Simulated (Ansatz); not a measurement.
Consider the atomization: `O[CH2][In]([OH])[Cl]` → C• + Cl• + 4 H• + In• + 2 O•.

Gas-phase electronic energies from Ansatz, PBE0-D4/def2-TZVP geometries. CCSD(T)/CBS is the MP2 limit (def2-TZVPP, def2-QZVPP) plus CCSD(T) − MP2 in def2-TZVPP, frozen cores. This one scheme is used for every species, atoms too. For atomizations the MP2-based limit and the directly extrapolated one differ by several kJ/mol either way, and by 10 to 25 for some Ge, Se and Sn compounds, so smaller differences from it don't rank the levels. DFT in def2-TZVPP. No spin–orbit coupling; open shells (•) take unrestricted orbitals. Spin–orbit coupling would lower the free atoms: a little for C, Cl, O; strongly for In. def2 core potentials past Kr. Bonds to In are less sure, by a few kJ/mol each and by 10 to 20 or more in all where they break to atoms, as the def2 sets lack core-valence functions. Each species was taken in one conformer, which may not be the lowest.

```json
{"level": "BLYP-D4", "ΔE (eV)": "30.97"}
{"level": "PBE0", "ΔE (eV)": "30.80"}
{"level": "LC-ωPBE", "ΔE (eV)": "31.02"}
{"level": "CCSD/CBS(def2)", "ΔE (eV)": "30.71"}
```

Question: What does CCSD(T)/CBS give? (An estimate is asked.)

Answer: Ansatz gave: +31.36 eV. The listed levels differ from it by -0.39, -0.56, -0.34, -0.65 eV.

Largest T1 diagnostic among the species: 0.015.

From BLYP to BHLYP (50 % exact exchange), in def2-TZVPP and without D4, ΔE moves by −1.38 eV: exact exchange takes away binding that semilocal exchange gives to molecules. At CCSD(T), def2-SVP lies −2.57 eV from the extrapolated value and def2-TZVPP −1.08 eV: correlation converges slowly with the basis, and small sets miss more of it in the bonded molecule than in its fragments.
